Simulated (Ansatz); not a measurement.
Mulliken charges of CH$_{4}$F$_{2}$OSi$_{2}$ (`O=C[Si](F)(F)[SiH3]`) from PBE/def2-TZVPP in Ansatz (PBE0-D4/def2-TZVP geometry).

```tsv
atom	x (Å)	y (Å)	z (Å)	charge (e)
O1	1.257	-1.706	-0.888	-0.197
C2	0.795	-0.807	-1.548	0.020
Si3	-0.222	0.547	-0.645	0.675
F4	-1.660	0.609	-1.329	-0.262
F5	0.474	1.950	-0.940	-0.261
Si6	-0.358	0.100	1.648	0.041
H7	0.967	-0.783	-2.649	0.061
H8	-1.018	-1.215	1.843	-0.024
H9	1.011	0.084	2.218	-0.024
H10	-1.162	1.169	2.295	-0.029
```

**Question.** By hand: the dipole of these point charges (1 e Å = 4.8032 D).

**Answer.** Σ q r = (0.008, -0.030, 0.044) e Å, of length 0.054 e Å = 0.26 D.

**Question.** How does the dipole of the full density compare? (An estimate is asked.)

**Answer.** The calculation gave: (-0.047, 0.057, 0.032) e Å, 0.39 D; the point charges give 0.67 times that, at 99° from its direction.

Point charges leave out the atoms' own dipoles, such as those of lone pairs, and Mulliken's split depends on the basis, so the two needn't agree.
